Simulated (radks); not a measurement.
Species: Nb2+. Configuration: [Kr] 4d1 5d2 (not the ground configuration).

Calculated with a radial shooting solver on a logarithmic mesh with Libxc functionals: Dirac Kohn-Sham, AM05, spin-unpolarised, spherical densities, point nucleus; open shells fill j = l - 1/2 first.

Energy parts (hartree):
total: -3814.30699
kinetic: 3947.63543
electron-nucleus: -9171.32250
Hartree: 1523.28574
exchange-correlation: -113.90566

Orbitals (lengths in bohr, moments of r in powers of bohr; r(max) is where P^2 peaks; r(90%) holds 90 % of the orbital's charge):
1s1/2: occ. 2; eigenvalue (hartree) -691.1660; r(max) 0.02351; r(90%) 0.0647
2s1/2: occ. 2; eigenvalue (hartree) -97.72484; r(max) 0.1334; r(90%) 0.244
2p1/2: occ. 2; eigenvalue (hartree) -89.81834; r(max) 0.1039; r(90%) 0.220
2p3/2: occ. 4; eigenvalue (hartree) -86.30606; r(max) 0.1076; r(90%) 0.226
3s1/2: occ. 2; eigenvalue (hartree) -17.28570; r(max) 0.3961; r(90%) 0.656
3p1/2: occ. 2; eigenvalue (hartree) -14.31006; r(max) 0.3834; r(90%) 0.665
3p3/2: occ. 4; eigenvalue (hartree) -13.73997; r(max) 0.3927; r(90%) 0.680
3d3/2: occ. 4; eigenvalue (hartree) -8.47672; r(max) 0.3323; r(90%) 0.691
3d5/2: occ. 6; eigenvalue (hartree) -8.37039; r(max) 0.3351; r(90%) 0.696
4s1/2: occ. 2; eigenvalue (hartree) -3.28777; r(max) 1.026; r(90%) 1.65
4p1/2: occ. 2; eigenvalue (hartree) -2.44320; r(max) 1.094; r(90%) 1.82
4p3/2: occ. 4; eigenvalue (hartree) -2.35959; r(max) 1.118; r(90%) 1.86
4d3/2: occ. 1; eigenvalue (hartree) -1.10554; r(max) 1.356; r(90%) 2.49
4d5/2: occ. 0; eigenvalue (hartree) -1.09589; r(max) 1.365; r(90%) 2.51
5s1/2: occ. 0; eigenvalue (hartree) -0.84172; r(max) 2.515; r(90%) 4.03
5p1/2: occ. 0; eigenvalue (hartree) -0.64327; r(max) 2.984; r(90%) 4.68
5p3/2: occ. 0; eigenvalue (hartree) -0.63069; r(max) 3.044; r(90%) 4.76
5d3/2: occ. 2; eigenvalue (hartree) -0.37448; r(max) 4.188; r(90%) 6.37
5d5/2: occ. 0; eigenvalue (hartree) -0.37304; r(max) 4.203; r(90%) 6.39

The highest occupied level is 5d3/2 at -10.190 eV. The configuration is held as typed, so some empty levels lie below it. Summed over all electrons, <r^2> = 65.91 bohr^2, which gives a Langevin (diamagnetic) susceptibility term of -52.2 x 10^-6 cm^3/mol. The density falls to 0.001 e/bohr^3 at r = 5.51 bohr.
